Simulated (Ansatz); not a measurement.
Species: sum formula CrOBr3, charge 0, multiplicity 2. The spin state was set by rule; other spins were not relaxed. SMILES: [O]=[Cr]([Br])([Br])[Br]
Coordinates optimised at B3LYP-D3(BJ)/def2-TZVP (Ansatz, a program for electronic structure):
```xyz
5

Cr     0.4047     0.1307    -0.3429
O      1.4117     0.8364    -1.2609
Br     1.3561    -0.7803     1.5104
Br    -0.9894    -1.2840    -1.4496
Br    -0.9668     1.7834     0.4626
```
Charge 0, spin multiplicity 2.

Parts of the frozen-core correlation energy in def2-TZVPP (Ansatz, hartree). Frozen orbitals: 52; correlated occupied orbitals by spin: 17 and 16; virtual: 170 and 171. Open shells are spin-unrestricted. Spin-orbit coupling is left out. No relativistic terms. The program attaches cautions to this run: large difference.

```
term                             value
-------------------------  -----------
reference (HF)             -8835.40628
MP2 opposite-spin                    …
MP2 same-spin                        …
CCSD correlation                     …
(T)                           -0.08922
T1 diagnostic                    0.108
largest doubles amplitude        0.109
<S^2> of the reference           1.599
```

Fill in the missing entries.


- MP2 opposite-spin, value: -0.69063
- MP2 same-spin, value: -0.28145
- CCSD correlation, value: -1.04120
